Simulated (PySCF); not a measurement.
Simulated 1H ENDOR lines of a doublet radical (isotropic, first order, 339.4 mT).

Class means under 0.5 MHz are left out. Line positions in MHz: 3.18, 12.25, 15.28, 16.65, 30.58, 32.08, 44.18, 59.48.

Question: What is the proton Larmor frequency at this field?

Answer: νH = 5.58569 × 7.62259 MHz/T × 0.3394 T = 14.45 MHz.

Question: Pair the lines and read off the couplings.

Answer: ν± = |νn ± a/2|, one line for each electron-spin manifold; νn = |g_N| × 7.62259 MHz/T × B. A pair with |a| < 2νn is centred on νn and split by |a|; one with |a| > 2νn is centred on |a|/2 and split by 2νn.

```
lower line  upper line  centred on  |a| (MHz)
     30.58       59.48       |a|/2      90.07
     15.28       44.18       |a|/2      59.47
      3.18       32.08       |a|/2      35.26
     12.25       16.65          νn       4.41
```

Species: C6H11O (doublet state).
Z-matrix (Å and degrees, GFN2-xTB geometry), rows numbered from 1:
```
C 
C   1  1.4758
C   2  1.5475  1  112.06
C   3  1.5245  2  111.79  1   -72.78
C   4  1.5335  3  113.70  2    56.71
O   5  1.4112  4  113.43  3   -72.97
C   6  1.4150  5  115.02  4    93.34
H   1  1.0762  2  119.72  3   -89.59
H   2  1.0922  1  109.80  3   120.51
H   2  1.0935  1  109.83  3  -119.58
H   3  1.0925  2  109.09  1    49.00
H   3  1.0918  2  108.97  1   166.75
H   4  1.0919  3  109.47  2   -63.93
H   4  1.0922  3  109.27  2   177.68
H   5  1.0955  4  108.75  3   170.19
H   5  1.0982  4  110.05  3    51.34
H   7  1.1023  1  111.56  2    90.54
H   7  1.1043  1  109.75  2  -150.94
```

As a line formula: `O1CCCC[CH]C1` [radical].

Question: This is the radical. Which protons give which coupling, and how does each split the EPR lines?

Answer: 90.1 MHz (computed sign +): H17/H18, β, 2 bonds from C1, a 1:2:1 triplet of 3.213 mT; 59.5 MHz (computed sign −): H8, α, 1 bond from C1, a 1:1 doublet of 2.122 mT; 35.3 MHz (computed sign +): H9/H10, β, 2 bonds from C1, a 1:2:1 triplet of 1.258 mT; 4.4 MHz (computed sign +): H11/H12, γ, 3 bonds from C1, a 1:2:1 triplet of 0.157 mT. To first order the positions of ENDOR lines don't depend on how many nuclei share a coupling.

Computed with UKS B3LYP, pcH-1 on C H O, non-relativistic, mean-field spin-orbit, GIAO (PySCF). Isolated species at its GFN2-xTB geometry (one conformer only). A GFN2-xTB geometry isn't a minimum of the functional, and hyperfine couplings can be far from their values at a DFT geometry. Stability of the SCF solution: not tested.

Means are taken over nuclei equivalent by connectivity, which assumes that they swap fast. The 1H value of +90.1 MHz is a mean of couplings from 49.5 to 130.7 MHz in this one geometry, not an average over conformers. The 1H value of +4.4 MHz is a mean of couplings from -2.9 to 11.7 MHz in this one geometry, not an average over conformers.

Hardware: an Arm Neoverse V2 with one thread (shared host). Cost: 58 s.
